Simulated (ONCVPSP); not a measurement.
Before and after: ONCV potential for Ir (Z = 77)

```
Element                 : iridium (Ir)
Generator               : ONCVPSP 4.0.1
Type                    : optimised norm-conserving Vanderbilt (ONCV)
Functional              : LDA (Perdew-Wang 92)
Relativity              : fully relativistic
Frozen core             : [Xe] 4f14
Valence charge          : 9
Reference configuration : 5d7 6s1 (charge +1)
Partial waves           : 6s: rc 2.50 bohr, ncon 3, nbas 6, qcut 2.8 1/bohr, 2 projectors, debl 3.8 Ha; p scattering state at 0.05 Ha: rc 2.05 bohr, ncon 3, nbas 7, qcut 3.8 1/bohr, 2 projectors, debl 0.6 Ha; 5d: rc 2.15 bohr, ncon 4, nbas 9, qcut 6.7 1/bohr, 3 projectors, debl 2.7 Ha
Local potential         : polynomial inside 1.75 bohr (lpopt 5, dvloc0 2 Ha)
Core correction         : Teter function, fcfact 3, rcfact 1.75
```

Open shells are filled in proportion to 2j + 1.

All-electron outer shells of the reference configuration (LDA (PZ), scalar-relativistic, ld1.x):

```json
{"shell": "5p", "level (eV)": "-63.32", "outermost node (bohr)": "0.54", "outermost maximum (bohr)": "1.01"}
{"shell": "5d", "level (eV)": "-15.59", "outermost node (bohr)": "0.59", "outermost maximum (bohr)": "1.29"}
{"shell": "6s", "level (eV)": "-13.92", "outermost node (bohr)": "1.17", "outermost maximum (bohr)": "2.32"}
```

Change: d: ncon 5, nbas 10.

Cutoffs: the cutoffs (Ha) at which the residual kinetic energy of the hardest occupied pseudo-wave falls to 1 and 0.1 mHa per electron; they do not see the model core or the augmentation charge, which bear on the density cutoff. Errors are all-electron minus pseudo energies relative to the spin-unpolarised reference configuration.

Task: Predict the effect on cutoff, ghosts and configuration errors.

Result: The potential gets neither clearly harder nor softer (16 Ha and 19 Ha → 17 Ha and 20 Ha); both files keep a bound ghost (p); the errors of the 4 common tests hardly move.

| quantity | base | changed |
| --- | --- | --- |
| cutoff, loose | 16 Ha | 17 Ha |
| cutoff, tight | 19 Ha | 20 Ha |
| loose cutoff by channel | s 4.2 Ha, d 16 Ha | s 4.2 Ha, d 17 Ha |
| bound ghosts | p3/2, p1/2 | p3/2, p1/2 |
| GHOST(+) flags under 300 eV | s at 57.7 eV | s at 57.7 eV |
| error for 5d7 6s2, meV [ΔE -10.18 eV] | -37 | -38 |
| error for 5d7 6s0, meV [ΔE 17.85 eV] | -74 | -75 |
| error for 5d6 6s0, meV [ΔE 48.68 eV] | -299 | -302 |
| error for 5d6 6s2 6p1, meV [ΔE -3.05 eV] | -103 | -107 |
| s: phases at 2.53 bohr within 0.05 rad from the reference energy up to (Ha; the scan ends near 5) | 1.5 | 1.5 |
| p3/2: phases at 2.08 bohr within 0.05 rad from the reference energy up to (Ha; the scan ends near 5) | to the end of the scan | to the end of the scan |
| p1/2: phases at 2.08 bohr within 0.05 rad from the reference energy up to (Ha; the scan ends near 5) | to the end of the scan | to the end of the scan |
| d5/2: phases at 2.18 bohr within 0.05 rad from the reference energy up to (Ha; the scan ends near 5) | to the end of the scan | to the end of the scan |
| d3/2: phases at 2.18 bohr within 0.05 rad from the reference energy up to (Ha; the scan ends near 5) | to the end of the scan | to the end of the scan |
| rms error of d²Exc/dni dnj with the model core, mHa | 2.01 | 2.06 |

 A true bound ghost makes a file unfit for plane-wave use even where its test errors are small: the radial tests pick states by their node count and pass the ghost by.
